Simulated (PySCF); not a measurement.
Electrostatic solvation of a mixed set.

All values: PBE0/pcSseg-1 (PySCF, non-relativistic), each on one gas-phase PBE0-D3(BJ)/def2-SVP geometry that isn't relaxed in the solvent. The solvent is an IEF-PCM continuum (van der Waals radii × 1.2). Specific hydrogen bonds and non-electrostatic terms are outside this model.

Question: Order them by E(solvent) − E(gas) in tetrahydrofuran (ε = 7.426), most negative first (kcal/mol).
A. `[CH2:1]1[CH2:2][S:3][CH2:4][S:5][CH2:6]1` with C6–C1–C2–S3 -65°, C1–C2–S3–C4 58°, C2–S3–C4–S5 -61°, S3–C4–S5–C6 61°
B. `[BH2:1][NH:2][SiH2:3][NH2:4]` with B1–N2–Si3–N4 -129°, N2–Si3–N4–H -142° and 68°
C. `[CH3:1][C@@H:2]1[CH2:3][C:4]2([CH2:5][CH2:6]2)[C@@H:7]1[B:8]([OH:9])[OH:10]` with C4–C7–B8–O9 15°, C7–B8–O9–H 179°, C7–B8–O10–H 1°

Answer: C (-5.2), A (-4.5), B (-3.4).

```json
{"SMILES": "C[C@@H]1CC2(CC2)[C@@H]1B(O)O", "charge": "0", "ΔE (kcal/mol)": "-5.2", "polarisation term (kcal/mol)": "-5.6", "HOMO shift (eV)": "+0.01", "dipole gas (D)": "1.59", "dipole solvent (D)": "2.12", "atoms": "23"}
{"SMILES": "C1CSCSC1", "charge": "0", "ΔE (kcal/mol)": "-4.5", "polarisation term (kcal/mol)": "-5.1", "HOMO shift (eV)": "-0.08", "dipole gas (D)": "2.27", "dipole solvent (D)": "3.04", "atoms": "14"}
{"SMILES": "BN[SiH2]N", "charge": "0", "ΔE (kcal/mol)": "-3.4", "polarisation term (kcal/mol)": "-3.7", "HOMO shift (eV)": "+0.16", "dipole gas (D)": "2.56", "dipole solvent (D)": "3.03", "atoms": "11"}
```

The polarisation term is half the interaction of the solute with the induced surface charges.
